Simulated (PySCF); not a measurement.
ClMoO, SMILES [O]=[Mo][Cl] (connectivity only; charge and spin as stated), neutral, multiplicity 4.

The structure is a stationary point at B3LYP-D3(BJ)/def2-TZVP. A frequency run showed that this geometry is not a minimum. The spin state was assumed, not searched. The def2 effective core potentials stand for the cores of Mo; spin–orbit coupling is left out.

These are PBE/def2-TZVPD (PySCF) values and carry that method's errors.

Isolated molecule, no solvent.

```json
{
 "total_energy": "-603.48986 hartree",
 "point_group": "C∞v",
 "α spin, highest occupied and lowest empty level": "-5.68 and -4.13 eV",
 "β spin, highest occupied and lowest empty level": "-8.17 and -4.18 eV",
 "dipole_moment": "0.08 D",
 "mean_static_polarisability": "64.4 bohr³ (9.55 Å³)",
 "polarisability_principal_values": "54.0, 54.0, 85.3 bohr³",
 "⟨S²⟩": "3.782 (pure state 3.75)"
}
```
